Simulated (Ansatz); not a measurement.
A structure relaxed at PBE0-D4/def2-TZVP, charge 0, multiplicity 1:

```xyz
6

Cl    0.4277   -2.3815   -0.4093
B    -0.0022   -0.8049    0.1142
C     0.0516    0.6893   -0.1834
S    -0.8055    0.0820    1.3752
H    -0.6210    1.1450   -0.9045
H     0.9494    1.2702    0.0078
```

Question: Give its formula and SMILES.

Answer: CH2BClS, `ClB1CS1`.

Question: Point group (tolerance 0.08 Å, 0.16 Å for H)?

Answer: Cs.

Question: Summarise the bond lengths by kind.

Answer: 1 × B–Cl 1.716 Å; 1 × B–C 1.525 Å; 1 × B–S 1.738 Å; 1 × C–S 1.880 Å; 2 × C–H 1.086 Å.

Results of the Gaussian-basis code of Ansatz.
